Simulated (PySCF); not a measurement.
## Bond curve of Zn₂

Set-up: PySCF, no relativity, basis sets Zn jorge-DZP. Energies in eV from Zn + Zn in their ground configurations at the same level. State: ¹Σg⁺ (singlet), closed shell.

| R (Å) | PBE | r²SCAN | M06-2X |
| --- | --- | --- | --- |
| 2.606 | -0.1840 | -0.2302 | 0.3004 |
| 2.727 | -0.2063 | -0.2380 | 0.1939 |
| 2.848 | -0.2070 | -0.2265 | 0.1204 |
| 2.939 | -0.1999 | -0.2118 | 0.0795 |
| 3.030 | -0.1898 | -0.1952 | 0.0474 |
| 3.121 | -0.1786 | -0.1785 | 0.0219 |
| 3.242 | -0.1638 | -0.1579 | -0.0039 |
| 3.394 | -0.1466 | -0.1355 | -0.0263 |
| 3.575 | -0.1278 | -0.1128 | -0.0422 |
| 3.818 | -0.1042 | -0.0870 | -0.0504 |

**Question.** Put a parabola through the three lowest points of the PBE curve and estimate Re, k and ωe (reduced mass 31.96 u; 1 eV/Å² = 0.16022 mdyn/Å; ωe = 1302.8·√(k/μ) cm⁻¹).

**Answer.** Through R = 2.727, 2.848, 2.939 Å the second-order coefficient is 0.395 eV/Å², so Re ≈ 2.795 Å, k ≈ 0.127 mdyn/Å and ωe ≈ 82 cm⁻¹. A polynomial fit of higher order to the unrounded PBE energies gives Re = 2.789 Å, k = 0.166 mdyn/Å, ωe = 93.8 cm⁻¹; anharmonicity and rounding make the difference.

The higher-order fit for each curve: PBE: Re = 2.789 Å, ωe = 93.8 cm⁻¹, De = 0.209 eV; r²SCAN: Re = 2.703 Å, ωe = 111 cm⁻¹, De = 0.238 eV; M06-2X: Re = 3.890 Å, ωe = 34.2 cm⁻¹, De = 0.051 eV.

Closed-shell solutions of metal pairs were not tested for spin polarisation, which can lower them a little. The bond is weak. Basis-set superposition, not corrected here, can be much of De in a small basis, most of all at correlated wavefunction levels. Functionals without a dispersion term scatter widely for such bonds, and LDA overbinds them.
